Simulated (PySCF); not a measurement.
C7H13B: core ionisation energies

C7H13B.
Numbering: `[CH2:1]=[C:2]([CH3:3])[C@@H:4]1[BH:5][CH2:6][CH2:7][CH2:8]1`

The calculation used delta-SCF UKS SCAN, pcX-2 on the ionised atom, pcseg-1 elsewhere, spin-free X2C in PySCF 2.14.0. Vertical ΔSCF values, vacuum level as zero.

**Question.** List the computed XPS lines with their assignment.

**Answer.** 
```json
{"atom(s)": "C1", "bonded to": "C (double bond) and 2 H", "level": "C 1s", "binding energy (eV)": "289.41", "above the level's lowest (eV)": "0.00", "count": "1"}
{"atom(s)": "C2", "bonded to": "C (double bond) and 2 C", "level": "C 1s", "binding energy (eV)": "290.30", "above the level's lowest (eV)": "+0.89", "count": "1"}
{"atom(s)": "C3", "bonded to": "C and 3 H", "level": "C 1s", "binding energy (eV)": "290.57", "above the level's lowest (eV)": "+1.16", "count": "1"}
{"atom(s)": "C4", "bonded to": "2 C, H and B", "level": "C 1s", "binding energy (eV)": "289.92", "above the level's lowest (eV)": "+0.51", "count": "1"}
{"atom(s)": "C6", "bonded to": "C, 2 H and B", "level": "C 1s", "binding energy (eV)": "289.96", "above the level's lowest (eV)": "+0.55", "count": "1"}
{"atom(s)": "C7", "bonded to": "2 C and 2 H", "level": "C 1s", "binding energy (eV)": "290.39", "above the level's lowest (eV)": "+0.98", "count": "1"}
{"atom(s)": "C8", "bonded to": "2 C and 2 H", "level": "C 1s", "binding energy (eV)": "290.27", "above the level's lowest (eV)": "+0.86", "count": "1"}
```

The listed C 1s values span 1.16 eV, from C1 (bonded to C (double bond) and 2 H) to C3 (bonded to C and 3 H). Summing the Pauling electronegativity differences to the bonded atoms, each weighted by its formal bond order, gives -0.70 for the lowest site and -1.05 for the highest; the largest sum, 0.00, belongs to C2, 0.27 eV below the top. The smallest sum, -1.21, belongs to C6, 0.55 eV above the lowest. The values 289.92 and 289.96 eV; the values 290.27 and 290.30 eV lie too close for their order to be trusted.

**Question.** Which photon wavelength matches the C 1s of C3 threshold?

**Answer.** λ = hc/E = 12398.42 eV Å / 290.57 eV = 42.669 Å.

Not every level is listed. Spin contamination (⟨S²⟩ against 0.75 for a pure doublet) is marked for C 1s of C2 (0.87), which makes this value less certain. No level of boron is listed. Isolated species at its PBE0-D3(BJ)/def2-SVP geometry (one conformer only).

The run took 5.5 min of wall time on Arm Neoverse N1, one thread, shared host, and the process peaked at 0.67 GiB of memory.
